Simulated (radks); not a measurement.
The mean radii <r> (bohr) of the occupied orbitals of an atom or ion are listed with their occupations. Calculated with a radial shooting solver on a logarithmic mesh with Libxc functionals: scalar-relativistic Kohn-Sham, LB94 model potential, spin-polarised, spherical densities, finite nucleus; Fermi nuclear charge, rms radius of each element as measured or else 0.836 A^(1/3) + 0.57 fm.

| orbital | occ. | <r> |
|---|---|---|
| 1s up | 1 | 0.01864 |
| 1s down | 1 | 0.01864 |
| 2s down | 1 | 0.07883 |
| 2s up | 1 | 0.07883 |
| 2p down | 3 | 0.07042 |
| 2p up | 3 | 0.07042 |
| 3s up | 1 | 0.2045 |
| 3s down | 1 | 0.2045 |
| 3p up | 3 | 0.2045 |
| 3p down | 3 | 0.2044 |
| 3d up | 5 | 0.1852 |
| 3d down | 5 | 0.1852 |
| 4s up | 1 | 0.4586 |
| 4s down | 1 | 0.4587 |
| 4p up | 3 | 0.4872 |
| 4p down | 3 | 0.4872 |
| 4d up | 5 | 0.5207 |
| 4d down | 5 | 0.5208 |
| 5s up | 1 | 1.058 |
| 5s down | 1 | 1.059 |
| 5p up | 3 | 1.204 |
| 5p down | 3 | 1.207 |
| 4f up | 7 | 0.6055 |
| 4f down | 6 | 0.6061 |

Name the element and its charge. Open shells, if any, are filled with parallel spins first.

Answer. Z = 73, tantalum, charge +6: Ta6+ in [Xe] 4f13. The 1s radius gives Z: for a bare nucleus <r> = (2 gamma + 1)/(2Z) with gamma = sqrt(1 - (Z/c)^2), 0.01844 bohr for Z = 73, and screening makes it slightly larger (0.01864 here). The occupations add up to 67, and the charge is Z minus that.
